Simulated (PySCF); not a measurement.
# One molecule, several mistakes: BCH7NSi

These are calculations, not measurements. They come from PySCF 2.14.0, an open-source quantum chemistry program, on an isolated molecule that a program drew, which may never have been made. The molecule is BCH7NSi (charge 0, doublet), drawn as the SMILES string `BN[CH][SiH3]`.

Each row is a Hartree-Fock (HF) and frozen-core CCSD(T) single point in the cc-pV(D+d)Z basis, meant for a local HF minimum. Run 1 is clean. Each other run has one planted mistake out of seven kinds, and not every kind appears here: one electron removed, one electron added, multiplicity raised by two, geometry at a saddle point, minimal basis STO-3G, one bond length entered in bohr, all coordinates scaled. The reference is restricted for singlets and unrestricted otherwise, and also for a bond in bohr. Adding or removing an electron swaps singlet and doublet. Electrons count all cores. HOMO and LUMO are orbital energies over both spins, the gradient is its largest component, and the lowest frequency (negative if imaginary) is given only where the gradient is small. Bond lengths are over the 10 bonds as drawn. T1 is the CCSD diagnostic: over 0.02 (restricted) or 0.045 (unrestricted) a single reference is doubtful.

Geometry of the clean run:
```xyz
11
BCH7NSi, angstrom
B    -2.4081   -0.1573   -1.6244
N    -1.0941   -0.3665   -1.1913
C    -0.6214   -0.4738    0.1196
Si   -1.6655   -0.3616    1.6575
H    -3.2899   -0.0470   -0.8191
H    -2.6222   -0.0927   -2.8026
H    -0.3840   -0.4541   -1.8906
H     0.4482   -0.6348    0.1976
H    -2.3440    0.9502    1.7788
H    -0.7349   -0.5336    2.7973
H    -2.6990   -1.4221    1.7103
```

| run | electrons | basis functions | <S^2> | HOMO (eV) | LUMO (eV) | gradient (hartree/bohr) | lowest frequency (cm^-1) | mean bond (Å) | longest bond (Å) | T1 | HF (hartree) | CCSD(T) (hartree) | mistake |
|---|---|---|---|---|---|---|---|---|---|---|---|---|---|
| 1 | 39 | 100 | 0.765 | -8.36 | 2.45 | 1.4e-05 | 157 | 1.3588 | 1.862 | 0.0176 | -410.00898 | -410.56050 | no fault |
| 2 | 39 | 31 | 0.772 | -6.44 | 7.49 | 5.0e-02 | - | 1.3588 | 1.862 | 0.0201 | -405.18994 | -405.42169 | minimal basis STO-3G |
| 3 | 40 | 100 | 0.000 | -0.12 | 8.83 | 6.0e-02 | - | 1.3588 | 1.862 | 0.0193 | -409.95688 | -410.55859 | one electron added |
| 4 | 39 | 100 | 3.782 | -5.12 | -3.00 | 5.4e-02 | - | 1.3588 | 1.862 | 0.0187 | -409.74237 | -410.28818 | ? |
| 5 | 38 | 100 | 0.000 | -17.92 | -5.46 | 1.2e-01 | - | 1.3588 | 1.862 | 0.0188 | -409.75464 | -410.29489 | ? |

**Which mistake was planted in run 4, and what did it cost?**

Electrons, basis and geometry are unchanged, and <S^2> is 3.782, beside S(S+1) = 3.75 for a multiplicity of 4. So the mistake is: multiplicity raised by two. Subtracting run 1 and multiplying by 627.51 kcal/mol a hartree, the energy moved by 167.3 kcal/mol in HF and 170.9 kcal/mol in CCSD(T).

**Which mistake was planted in run 5, and what did it cost?**

It counts 38 electrons, one fewer than the clean run, at the same geometry and basis. So the mistake is: one electron removed. Subtracting run 1 and multiplying by 627.51 kcal/mol a hartree, the energy moved by 159.6 kcal/mol in HF and 166.7 kcal/mol in CCSD(T).

Cautions from the logs. Run 3: the added electron raises the CCSD(T) energy, so it isn't bound in this basis.
